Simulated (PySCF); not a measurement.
# Vertical excitation energies

C2H10SSi3.
Bonds: Si1–S2, S2–Si3, Si3–C4, C4–Si5, Si5–C6, Si3–C6. Hydrogens: H7, H8, H9 on Si1; H10 on Si3; H11, H12 on C4; H13, H14 on Si5; H15, H16 on C6.

Theory: TDDFT B3LYP/def2-SVPD, vertical, gas phase, core orbitals frozen in the response in PySCF. One conformer (not necessarily the lowest) at the GFN2-xTB geometry, without solvent, vibrations or thermal averaging. Torsions of this conformer, `[SiH3:1][S:2][SiH:3]1[CH2:4][SiH2:5][CH2:6]1`: Si1–S2–Si3–C4 50°.

```json
{"state": "S1", "E (eV)": "5.58", "λ (nm)": "222.0", "f": "0.011", "main configurations (H = HOMO, L = LUMO)": "H→L+1 (97%)"}
{"state": "S2", "E (eV)": "5.78", "λ (nm)": "214.4", "f": "0.069", "main configurations (H = HOMO, L = LUMO)": "H→L (96%)"}
{"state": "S3", "E (eV)": "5.94", "λ (nm)": "208.6", "f": "0.0000", "main configurations (H = HOMO, L = LUMO)": "H→L+2 (86%), H→L+3 (12%)"}
{"state": "S4", "E (eV)": "6.17", "λ (nm)": "200.9", "f": "0.0003", "main configurations (H = HOMO, L = LUMO)": "H→L+4 (70%), H→L+3 (20%)"}
{"state": "S5", "E (eV)": "6.23", "λ (nm)": "199.1", "f": "0.0068", "main configurations (H = HOMO, L = LUMO)": "H→L+3 (62%), H→L+4 (18%), H-1→L (10%)"}
{"state": "S6", "E (eV)": "6.29", "λ (nm)": "197.1", "f": "0.0035", "main configurations (H = HOMO, L = LUMO)": "H-1→L (85%)"}
{"state": "S7", "E (eV)": "6.43", "λ (nm)": "192.8", "f": "0.023", "main configurations (H = HOMO, L = LUMO)": "H-1→L+1 (93%)"}
{"state": "S8", "E (eV)": "6.78", "λ (nm)": "183.0", "f": "0.0065", "main configurations (H = HOMO, L = LUMO)": "H-1→L+2 (97%)"}
```

Triplets, Tamm–Dancoff:

| state | E (eV) | λ (nm) | main configurations (H = HOMO, L = LUMO) |
| --- | --- | --- | --- |
| T1 | 5.30 | 234.0 | H→L+1 (94%) |
| T2 | 5.49 | 225.8 | H→L (94%) |
| T3 | 5.83 | 212.6 | H→L+2 (65%), H→L+3 (18%), H→L+4 (12%) |

The lowest singlet comes at 222 nm (539 kJ/mol) in the ultraviolet; it is weak; its leading configuration is HOMO→LUMO+1 (97%). The most intense listed level is S2 at 5.78 eV (214 nm, f = 0.069), 0.20 eV above S1. Löwdin shares by element: HOMO sulfur 64%, silicon 16% or more, carbon 6% or more; LUMO (one of a set within 0.03 eV) silicon 34% or more, carbon 19% (atoms not listed hold the other 47%). The listed states span 1.19 eV, and the widest gap between neighbours is 0.34 eV (S7 to S8). Of the 8 states listed, 3 reach f = 0.01 and 2 stay under 0.0005. Weighted by f, the mean energy of these states is 5.99 eV. The window holds the lowest 8 singlets.

Hardware: AMD EPYC 9R45, one thread, on a shared host. Cost: 26 s (with the writing of density and orbital grids), 0.89 GiB resident at most.
